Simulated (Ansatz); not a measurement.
## Worked example: C2H5ClSi + GeH3(NH2) → C2H7NSi + GeH3Cl

Species: C2H5ClSi `C=C[SiH2]Cl`, singlet; GeH3(NH2), singlet; C2H7NSi `C=C[SiH2]N`, singlet; GeH3Cl (chlorogermane) `[Cl][GeH3]`, singlet. The partners trade Cl for NH2: Si–Cl and Ge–NH2 bonds give way to Si–NH2 and Ge–Cl.

Shapes, held fixed at every level: PBE0-D4/def2-TZVP. Flexible molecules stand in one conformer, not always the lowest. Programs: Ansatz 0.2.0. The zero-point and thermal change to 298 K, harmonic and unscaled (PBE0-D4/def2-TZVP), is -0.5 kJ/mol.

At CCSD(T)/def2-TZVPP; 1 Eh = 2625.50 kJ/mol:

```
  species   energy (Eh)
 C2H5ClSi   -827.881609
GeH3(NH2)  -2133.280548
  C2H7NSi   -424.007358
   GeH3Cl  -2537.162724
```

Question: Work out ΔH(298 K) of the reaction at this level.

Answer: 
1. Products less reactants: (-424.007358) + (-2537.162724) − [(-827.881609) + (-2133.280548)] = -0.007925 Eh = -20.8 kJ/mol.
2. With the thermal change: -20.8 + (-0.5) = -21.3 kJ/mol.

Other levels give -28.8 (HF/def2-SVP) to -18.3 kJ/mol (MP2/def2-SVP). No measured value is set beside it here. Relativity is left out for Ge unless named. Correlated rows may include outer-core shells of Ge, which these sets cover unevenly.
